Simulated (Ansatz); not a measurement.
The inner images of a band of CH$_{6}$FPSi (10 atoms, charge 0, multiplicity 1) are given out of order.

Computed with Ansatz 0.2.0, RKS B3LYP/cc-pVDZ.

Initial state:

```xyz
10
Properties=species:S:1:pos:R:3
C 0.042 1.361 0.094
Si -0.328 -0.389 0.666
F 0.485 -0.630 2.093
P 0.320 -2.067 -0.739
H -0.513 1.588 -0.832
H -0.262 2.088 0.866
H 1.117 1.494 -0.106
H -1.785 -0.566 0.954
H -0.491 -1.550 -1.808
H 1.498 -1.379 -1.186
```

Final state:

```xyz
10
Properties=species:S:1:pos:R:3
C 0.052 1.527 0.176
Si -0.406 -0.277 0.417
F 0.425 -0.848 1.737
P 0.062 -1.505 -1.443
H -0.546 1.968 -0.639
H -0.148 2.098 1.098
H 1.118 1.641 -0.075
H -1.859 -0.438 0.731
H -0.097 -2.758 -0.766
H 1.481 -1.459 -1.233
```

Put them in order from the first end to the last, with their energies above the first end.
A.
```xyz
10
Properties=species:S:1:pos:R:3
C 0.115 1.503 0.202
Si -0.402 -0.259 0.606
F 0.183 -0.588 2.122
P 0.198 -1.522 -1.103
H -0.370 1.862 -0.719
H -0.159 2.171 1.035
H 1.207 1.561 0.067
H -1.877 -0.484 0.680
H -0.316 -2.827 -1.254
H 1.505 -1.468 -1.632
```
B.
```xyz
10
Properties=species:S:1:pos:R:3
C 0.066 1.515 0.183
Si -0.400 -0.280 0.476
F 0.389 -0.794 1.843
P 0.046 -1.460 -1.424
H -0.451 1.892 -0.714
H -0.215 2.147 1.040
H 1.152 1.614 0.022
H -1.858 -0.456 0.754
H -0.122 -2.771 -0.874
H 1.475 -1.458 -1.303
```
C.
```xyz
10
Properties=species:S:1:pos:R:3
C 0.085 1.507 0.191
Si -0.391 -0.277 0.538
F 0.299 -0.695 1.991
P 0.063 -1.435 -1.377
H -0.417 1.856 -0.726
H -0.200 2.168 1.024
H 1.174 1.592 0.040
H -1.861 -0.476 0.724
H -0.163 -2.797 -1.002
H 1.495 -1.492 -1.400
```
D.
```xyz
10
Properties=species:S:1:pos:R:3
C 0.115 1.465 0.180
Si -0.368 -0.312 0.563
F 0.171 -0.605 2.106
P 0.655 -1.957 -0.670
H -0.376 1.836 -0.734
H -0.186 2.111 1.023
H 1.205 1.559 0.055
H -1.851 -0.503 0.613
H -0.477 -2.463 -1.386
H 1.194 -1.182 -1.747
```
E.
```xyz
10
Properties=species:S:1:pos:R:3
C 0.104 1.502 0.197
Si -0.391 -0.271 0.590
F 0.215 -0.614 2.097
P 0.109 -1.449 -1.273
H -0.386 1.852 -0.726
H -0.177 2.172 1.025
H 1.195 1.572 0.058
H -1.867 -0.486 0.690
H -0.233 -2.828 -1.139
H 1.514 -1.501 -1.518
```
F.
```xyz
10
Properties=species:S:1:pos:R:3
C 0.110 1.507 0.209
Si -0.414 -0.251 0.595
F 0.182 -0.590 2.107
P 0.322 -1.631 -0.940
H -0.378 1.871 -0.708
H -0.161 2.167 1.049
H 1.202 1.563 0.072
H -1.881 -0.496 0.684
H -0.366 -2.786 -1.343
H 1.468 -1.407 -1.722
```
G.
```xyz
10
Properties=species:S:1:pos:R:3
C 0.095 1.389 0.130
Si -0.322 -0.371 0.637
F 0.337 -0.603 2.142
P 0.514 -2.033 -0.694
H -0.383 1.652 -0.828
H -0.263 2.093 0.901
H 1.184 1.519 0.023
H -1.798 -0.571 0.780
H -0.602 -1.970 -1.595
H 1.322 -1.157 -1.494
```

G (+0.02 eV), D (+0.08 eV), F (+0.95 eV), A (+0.69 eV), E (+0.28 eV), C (+0.07 eV), B (-0.01 eV).

Time of the run: 5.3 min on 1 CPU thread of a shared host.
